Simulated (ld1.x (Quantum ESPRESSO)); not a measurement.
**Si (Z = 14): one change to a TM potential, before and after**

```
Element                 : Si
Generator               : ld1.x (Quantum ESPRESSO) 7.5
Type                    : norm-conserving Troullier–Martins (Kleinman–Bylander form)
Functional              : PBEsol
Relativity              : scalar-relativistic
Frozen core             : [Ne]
Valence charge          : 4
Reference configuration : 3s2 3p2
Partial waves           : 3p (bound): rc 1.50 bohr; 3d channel at 0.15 Ry: rc 1.45 bohr; 3s (bound): rc 1.25 bohr
Local potential         : the s channel
Core correction         : Bessel-smoothed model core inside 1.20 bohr
```

All-electron outer shells of the reference configuration (PBEsol, scalar-relativistic, ld1.x):

```csv
shell,level (eV),outermost node (bohr),outermost maximum (bohr)
2s,-139.13,0.15,0.45
2p,-95.42,–,0.39
3s,-10.77,0.72,1.80
3p,-4.06,0.72,2.17
```

Change: all radii but the core radius scaled by about 1.19 (s 1.48, p 1.78, d 1.72 bohr).

Cutoffs: the cutoffs (Ry, on a coarse ladder) from which the occupation-weighted sum of valence levels, in a spherical-Bessel basis at the reference potential, stays within 10 and 1 mRy of its value at 400 Ry; they do not see the model core or the augmentation charge, which bear on the density cutoff. Errors are all-electron minus pseudo energies relative to the spin-unpolarised reference configuration.

Task: How do hardness, ghosts and transferability respond?

Result: The potential gets softer (50 Ry and 110 Ry → 25 Ry and 45 Ry); of the 7 tests that both files solve, the error grows in 1 and shrinks in 3 by more than 15 % and 0.3 meV (median size 4.0 → 4.8 meV); neither file shows a bound ghost. A larger radius leaves more room for a smooth pseudo-wave, so fewer plane waves are needed.

| quantity | base | changed |
| --- | --- | --- |
| cutoff, loose | 50 Ry | 25 Ry |
| cutoff, tight | 110 Ry | 45 Ry |
| loose cutoff by channel (10 mRy a level) | p 6 Ry, s 40 Ry | p 6 Ry, s 12 Ry |
| bound ghosts | none | none |
| error for 3s2 3p1, meV [ΔE 7.71 eV] | +4.0 | +2.8 |
| error for 3s2 3p0, meV [ΔE 23.68 eV] | +22 | +18 |
| error for 3s1 3p0, meV [ΔE 57.58 eV] | +62 | +54 |
| error for 3s2 3p1.5, meV [ΔE 2.91 eV] | +0.7 | +0.4 |
| error for 3s1 3p2, meV [ΔE 15.12 eV] | +9.7 | +4.8 |
| error for 3s2 3p2.3, meV [ΔE -0.92 eV] | +0.2 | +0.1 |
| error for 3s0 3p4, meV [ΔE 13.74 eV] | -2.3 | -6.4 |
